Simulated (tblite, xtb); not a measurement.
AgF, charge -1, doublet, geometry from GFN2-xTB (such geometries of metal compounds can be far from the true shape) (the multiplicity is a formal guess). Base run: GFN1-xTB (xtb).

The xtb input:
```
$ xtb mol.xyz --gfn 1 --chrg -1 --uhf 1 --json

# file mol.xyz
2

Ag    -0.00000000    -0.00000000    -0.38161718
F      0.00000000     0.00000000     1.99288972
```

Programs used: tblite, xtb; a row that names a program was run with it.

Variants of this job, named by their change:

| change | ΔE vs base (kJ/mol) | SCF cycles |
|---|---|---|
| base | 0.00 | 7 |
| program = tblite; method = gfn1; option = (--etemp, 2000) | -0.06 | - |
| alpb = water | -279.9 | 7 |
| program = tblite; method = gfn1; option = --grad | 0.00 | - |
| etemp = 1000 | 0.00 | 7 |
| etemp = 10000 | -100.8 | 7 |
| file = coord | 0.00 | 7 |
| acc = 0.1 | 0.00 | 7 |
| etemp = 5000 | -10.23 | 7 |

ALPB and GBSA are two models with their own fitted parameters for each solvent, which aren't always the measured dielectric constant.
